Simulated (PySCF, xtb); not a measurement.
C₅H₇Cl, SMILES C#C[C@@H](C)CCl.

GFN2-xTB in xtb at its own geometry gives an orbital gap of 6.38 eV and a dipole moment of 1.71 D.

Coordinates come from a B3LYP-D3(BJ)/def2-SVP optimisation. The structure was generated by enumeration; whether it is a known compound was not checked. Other conformers were not sampled.

### Question
What does CAM-B3LYP/def2-TZVP (PySCF) give? (The exact figures need the calculation; the answer reports its results.)

### Answer
gap 10.66 eV (levels -9.35 and 1.31 eV), dipole 1.42 D.
